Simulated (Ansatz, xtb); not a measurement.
# Two isomers of C4H6O2Se

We compare X, `C[Se][C@@H]1CC(=O)O1`, a singlet, with Y, `C[Se]/C=C/C(=O)O`, a singlet. Both are isolated molecules in the gas phase, relaxed with PBE0-D3(BJ)/def2-SVP; each stands in its lowest conformer found.

Estimate which is lower in electronic energy at CCSD(T)/def2-SVP + ΔMP2/def2-TZVPP, and by roughly how much.

The CCSD(T)/def2-SVP + ΔMP2/def2-TZVPP calculation puts structure Y lower, by 42.1 kJ/mol.

How the difference moves with the method:

```csv
level,geometry,E(Y) − E(X) (kJ/mol),departure from the last row (kJ/mol),"job, with rough time for the two"
GFN2-xTB,GFN2-xTB,+10.2,+52.3,"optimisation, 0.23 s"
HF/STO-3G,GFN2-xTB,+94.1,+136.2,"single point, 0.4 s"
r2SCAN-D4/def2-SVP,GFN2-xTB,−46.7,−4.6,"single point, 3.2 s"
PBE0-D3(BJ)/def2-SVP,PBE0-D3(BJ)/def2-SVP,−35.6,+6.5,"optimisation, 29 s"
HF/def2-SVP,PBE0-D3(BJ)/def2-SVP,−62.0,−19.9,part of the CCSD(T) run
MP2/def2-SVP,PBE0-D3(BJ)/def2-SVP,−42.7,−0.6,part of the CCSD(T) run
CCSD(T)/def2-SVP,PBE0-D3(BJ)/def2-SVP,−44.7,−2.6,single point
CCSD(T)/def2-SVP + ΔMP2/def2-TZVPP,PBE0-D3(BJ)/def2-SVP,−42.1,,"single point, 83 s"
```

As drawn, Y has 1 C=C, 1 O–H in place of 1 C–C, 1 C–O, 1 C–H. Structure X has a 4-membered ring, Y no ring.

GFN2-xTB, HF/STO-3G put the two in the other order. The largest departure from CCSD(T)/def2-SVP + ΔMP2/def2-TZVPP is that of HF/STO-3G, 136.2 kJ/mol. The last row adds to CCSD(T) the change of the MP2 difference between the two basis sets, here +2.6 kJ/mol.

With thermal terms from frequencies at re-optimised GFN2-xTB minima (ideal gas, soft modes damped towards free rotors, one conformer each, 298.15 K, 1 atm): the zero-point term adds −4.2 kJ/mol; ΔH is −44.1 and ΔG −49.2 kJ/mol.

The correlated steps freeze 15 core orbitals; the filled d shell of Se is correlated, in a basis made for valence electrons. Mirror images aren't counted in ΔG. Programs: Ansatz 0.2.0, xtb 6.7.1; the last row on 4 threads of Arm Neoverse V2 on a shared host.
